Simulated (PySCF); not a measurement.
**[Pb(NH2)]+ at several levels of theory**

Computed with PySCF 2.14.0 (density fitting, no spin-orbit coupling) at the geometry relaxed with PBE0:

```xyz
4
[Pb(NH2)]+ (singlet)
Pb    0.0000    0.0000   -0.0457
N     0.0000    0.0000    2.0366
H     0.8353    0.0000    2.6249
H    -0.8353    0.0000    2.6249
```

```tsv
level	basis	state	HOMO (eV)	gap (eV)	charge on Pb1 (e)	dipole about the centre of mass (D)	largest force component (eV/Å)
PBE0	Pb def2-SVP with ECP60, N def2-SVP, H def2-SVP	singlet	-12.77	4.35	1.10	0.99	0.01
M06-L	the same	singlet	-11.58	2.85	1.15	0.77	0.49
HF	the same	singlet	-15.72	10.15	1.26	0.27	0.53
BLYP	the same	singlet	-11.51	2.31	1.01	1.41	0.86
PBE0	Pb def2-TZVP with ECP60, N def2-TZVP, H def2-TZVP	singlet	-12.81	4.37	1.16	0.77	0.57
PBE0	Pb x2c-SVPall, N x2c-SVPall, H x2c-SVPall	singlet	-12.77	4.32	1.12	0.98	0.30
```

Charges are Mulliken's, which hang on the basis. The relaxation used the grid (50, 194), these runs (75, 302) or, all-electron (x2c bases, spin-free X2C Hamiltonian), (99, 590).

Question: What does r2SCAN with Pb def2-SVP with ECP60, N def2-SVP, H def2-SVP give here?

Answer: state singlet, HOMO (eV) -11.83, gap (eV) 2.88, charge on Pb1 (e) 1.08, dipole about the centre of mass (D) 1.17, largest force component (eV/Å) 0.20. Time: 1.3 s on 2 threads of AMD EPYC 9R45 96-Core Processor (Zen 5) (shared host), from an already converged density.

In the first row's basis the gap widens with exact exchange: 2.3 to 2.9 eV for BLYP, M06-L, r2SCAN (none); 4.4 eV for PBE0 (a fixed share); 10.2 eV for Hartree–Fock (rising or full at long range).
